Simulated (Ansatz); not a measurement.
Reaction (ligand exchange at the Si–O bond): `OC[SiH2]O[SiH3]` + `BNCC=C` → `BN([SiH3])CC=C` + `OC[SiH2]O`

Isolated molecules relaxed with PBE0-D4/def2-TZVP in Ansatz; ΔE leaves out vibrations. CBS: MP2 limit from def2 TZ/QZ plus the TZ coupled-cluster correction, frozen cores. DFT in def2-TZVPP. One conformer a species, not always the lowest.

Task: Is it downhill or uphill in electronic energy at CCSD(T)/CBS, and by how much? (An estimate is asked.)

Result: Computed: Uphill: ΔE = +74.2 kJ/mol.

Task: What do these levels give: r2SCAN-D4, ωB97X-V, B2PLYP, PBE, r2SCAN, PBE0, HF/def2-TZVPP, MP2/def2-TZVPP, SCS-MP2/def2-TZVPP, HF/def2-QZVPP, MP2/def2-QZVPP, CCSD/CBS(def2)? (Estimate.)

Result: The calculation gave: r2SCAN-D4 74.9, ωB97X-V 76.8, B2PLYP 80.7, PBE 69.9, r2SCAN 75.8, PBE0 74.6, HF/def2-TZVPP 99.8, MP2/def2-TZVPP 72.2, SCS-MP2/def2-TZVPP 77.4, HF/def2-QZVPP 100.9, MP2/def2-QZVPP 72.6, CCSD/CBS(def2) 78.5 kJ/mol.

Largest T1 diagnostic among the species: 0.012.

The D4 term adds −5.6 kJ/mol with B3LYP and −3.0 kJ/mol with PBE0; it sums over pairs of atoms, weighted by their polarisabilities, and B3LYP, whose exchange is more repulsive, gets the larger term. In def2-TZVPP, CCSD(T) changes the Hartree–Fock value by −25.5 kJ/mol (the triples alone add −4.3 kJ/mol) and MP2 by −27.6 kJ/mol. From PBE to PBE0 (25 % exact exchange), in def2-TZVPP and without D4, ΔE moves by +4.6 kJ/mol.

B3LYP here is the variant with VWN-RPA as its local correlation; programs differ in this.
